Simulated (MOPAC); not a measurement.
Input for MOPAC: PM3 on CH5BeN (SMILES [CH3][Be][NH2]), a point of a bond scan (R = 0.907 Å).

```
PM3 1SCF PRECISE CHARGE=0 THREADS=1
CH5BeN

Be    -0.05338971 1    -0.02644051 1     0.04849133 1
C      1.12094596 1     0.43700284 1    -1.06892021 1
H      2.03930215 1    -0.15003544 1    -0.97439473 1
H      1.40420627 1     1.48665163 1    -0.93499189 1
H      0.77510618 1     0.33497700 1    -2.10183487 1
N     -1.10234757 1    -0.43074027 1     1.05075998 1
H     -1.47552910 1    -1.25485244 1     1.11468349 1
H     -1.49730479 1     0.17375412 1     1.75367146 1
```

It printed:

```
*******************************************************************************
 **                                                                           **
 **                              MOPAC v23.2.5                                **
 **                                                                           **
 *******************************************************************************
 ** MOPAC's Digital Object Identifier: https://doi.org/10.5281/zenodo.6511958 **
 **                                                                           **
 ** Please cite the open-source release paper for use of this MOPAC version:  **
 ** J. E. Moussa and J. J. P. Stewart (2026)                                  **
 ** MOPAC: An open-source semiempirical molecular orbital program             **
 ** J. Open Source Softw., 11(119), 8025, https://doi.org/10.21105/joss.08025 **
 *******************************************************************************

                              PM3 CALCULATION RESULTS

 *******************************************************************************
 *  PM3        - The PM3 Hamiltonian to be used
 *
 *
 *
 *                 CHARGE ON SYSTEM = 0
 *
 *
 *
 *  PRECISE    - TIGHTER CRITERIA TO BE USED
 *  1SCF       - DO 1 SCF AND THEN STOP
 *  THREADS=1  - MULTI-THREADING NOT USED
 *  T=         - A TIME OF 172800.0 SECONDS REQUESTED
 *  DUMP=N     - RESTART FILE WRITTEN EVERY 7200.0 SECONDS REQUESTED
 *******************************************************************************
PM3 1SCF PRECISE CHARGE=0 THREADS=1
 CH5BeN

   ATOM   CHEMICAL          X               Y               Z
  NUMBER   SYMBOL      (ANGSTROMS)     (ANGSTROMS)     (ANGSTROMS)

     1      Be         -0.05338971  *  -0.02644051  *   0.04849133  *
     2       C          1.12094596  *   0.43700284  *  -1.06892021  *
     3       H          2.03930215  *  -0.15003544  *  -0.97439473  *
     4       H          1.40420627  *   1.48665163  *  -0.93499189  *
     5       H          0.77510618  *   0.33497700  *  -2.10183487  *
     6       N         -1.10234757  *  -0.43074027  *   1.05075998  *
     7       H         -1.47552910  *  -1.25485244  *   1.11468349  *
     8       H         -1.49730479  *   0.17375412  *   1.75367146  *



          CARTESIAN COORDINATES

    NO.       ATOM           X           Y           Z

     1        Be         -0.0534     -0.0264      0.0485
     2         C          1.1209      0.4370     -1.0689
     3         H          2.0393     -0.1500     -0.9744
     4         H          1.4042      1.4867     -0.9350
     5         H          0.7751      0.3350     -2.1018
     6         N         -1.1023     -0.4307      1.0508
     7         H         -1.4755     -1.2549      1.1147
     8         H         -1.4973      0.1738      1.7537

  H: (PM3): J. J. P. STEWART, J. COMP. CHEM. 10, 209 (1989).
 Be: (PM3): J. J. P. STEWART, J. COMP. CHEM. 10, 209 (1989).
  C: (PM3): J. J. P. STEWART, J. COMP. CHEM. 10, 209 (1989).
  N: (PM3): J. J. P. STEWART, J. COMP. CHEM. 10, 209 (1989).

           Empirical Formula: C H5 N Be  =     8 atoms



      MOLECULAR POINT GROUP   :   Cs


      RHF CALCULATION, NO. OF DOUBLY OCCUPIED LEVELS = 8


 -------------------------------------------------------------------------------
 PM3 1SCF PRECISE CHARGE=0 THREADS=1
 CH5BeN



     1SCF WAS SPECIFIED, SO BFGS WAS NOT USED
     SCF FIELD WAS ACHIEVED


                              PM3 CALCULATION
                                                       MOPAC v23.2.5 Linux




          FINAL HEAT OF FORMATION =        -23.72425 KCAL/MOL =     -99.26225 KJ/MOL


          COSMO AREA              =         94.17 SQUARE ANGSTROMS
          COSMO VOLUME            =         76.32 CUBIC ANGSTROMS

          IONIZATION POTENTIAL    =          8.893636 EV
          HOMO LUMO ENERGIES (EV) =         -8.894  1.473
          NO. OF FILLED LEVELS    =          8
          MOLECULAR WEIGHT        =         40.0694         POINT GROUP:  Cs

          MOLECULAR DIMENSIONS (Angstroms)

            Atom       Atom       Distance
            H     8    H     5     4.47826
            H     7    H     4     2.99280
            H     5    H     3     1.68408


          SCF CALCULATIONS        =          1





   ATOM   CHEMICAL          X               Y               Z
  NUMBER   SYMBOL      (ANGSTROMS)     (ANGSTROMS)     (ANGSTROMS)

     1      Be         -0.05338971  *  -0.02644051  *   0.04849133  *
     2       C          1.12094596  *   0.43700284  *  -1.06892021  *
     3       H          2.03930215  *  -0.15003544  *  -0.97439473  *
     4       H          1.40420627  *   1.48665163  *  -0.93499189  *
     5       H          0.77510618  *   0.33497700  *  -2.10183487  *
     6       N         -1.10234757  *  -0.43074027  *   1.05075998  *
     7       H         -1.47552910  *  -1.25485244  *   1.11468349  *
     8       H         -1.49730479  *   0.17375412  *   1.75367146  *

                             CARTESIAN COORDINATES

   1   Be       -0.053389710    -0.026440510     0.048491330
   2    C        1.120945960     0.437002840    -1.068920210
   3    H        2.039302150    -0.150035440    -0.974394730
   4    H        1.404206270     1.486651630    -0.934991890
   5    H        0.775106180     0.334977000    -2.101834870
   6    N       -1.102347570    -0.430740270     1.050759980
   7    H       -1.475529100    -1.254852440     1.114683490
   8    H       -1.497304790     0.173754120     1.753671460


           Empirical Formula: C H5 N Be  =     8 atoms



      MOLECULAR POINT GROUP   :   Cs


                  EIGENVALUES
 -29.31728 -27.55683 -14.83940 -13.36243 -13.25361 -13.19138 -11.27066  -8.89364
   1.47335   3.74609   3.97898   4.21355   4.80756   4.96287   5.06930   6.59512
   6.89547


              NET ATOMIC CHARGES AND DIPOLE CONTRIBUTIONS

  ATOM NO.   TYPE          CHARGE      No. of ELECS.   s-Pop       p-Pop
    1         Be           0.406664        1.5933     0.85133     0.74200
    2          C          -0.322320        4.3223     1.15871     3.16361
    3          H           0.039918        0.9601     0.96008
    4          H           0.038447        0.9616     0.96155
    5          H           0.039918        0.9601     0.96008
    6          N          -0.272261        5.2723     1.33131     3.94095
    7          H           0.033334        0.9667     0.96667
    8          H           0.036300        0.9637     0.96370
 DIPOLE           X         Y         Z       TOTAL
 POINT-CHG.    -0.097    -0.026     0.097     0.139
 HYBRID        -0.193    -0.089     0.178     0.277
 SUM           -0.289    -0.115     0.275     0.415


          ATOMIC ORBITAL ELECTRON POPULATIONS

     Atom    s        px        py        pz
    1 Be   0.85133   0.34700   0.08108   0.31392
    2  C   1.15871   1.07311   1.02378   1.06672
    3  H   0.96008
    4  H   0.96155
    5  H   0.96008
    6  N   1.33131   1.49348   1.05586   1.39161
    7  H   0.96667
    8  H   0.96370

 **********************
 *                    *
 * JOB ENDED NORMALLY *
 *                    *
 **********************




 == MOPAC DONE ==
```

The run finished.

Cost: around 0.03 core-seconds (rough).
